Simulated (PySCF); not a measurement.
WO₂Cl, SMILES [O]=[W+](=[O])[Cl], charge +1, multiplicity 1. Atoms are numbered in the order given.

```xyz
4

W      0.2624    -0.1857     0.0000
O      0.8393     0.6801     1.3222
O      0.8393     0.6801    -1.3222
Cl    -1.9322     0.1683     0.0000
```
Charge +1, spin multiplicity 1.

Coordinates come from a B3LYP-D3(BJ)/def2-SVP optimisation. The spin state was assumed, not searched. The isomer is the one that the SMILES or the coordinates give; other isomers of the formula were not compared. The def2 effective core potentials stand for the cores of W; spin–orbit coupling is left out.

Computed with M06-2X/def2-TZVPD (PySCF).

Symmetry labels are those of the subgroup Cs that the program uses (full group Cs).

Computed valence orbital energies around the gap with their symmetry:
```
orbital  symmetry  energy (eV)
-------  --------  -----------
HOMO−7         A"       -20.45
HOMO−6         A"       -19.94
HOMO−5         A'       -19.84
HOMO−4         A'       -19.43
HOMO−3         A'       -18.49
HOMO−2         A"       -17.51
HOMO−1         A'       -17.13
HOMO           A"       -16.95
LUMO           A'       -10.23
LUMO+1         A'        -8.76
LUMO+2         A"        -7.88
LUMO+3         A'        -6.74
```
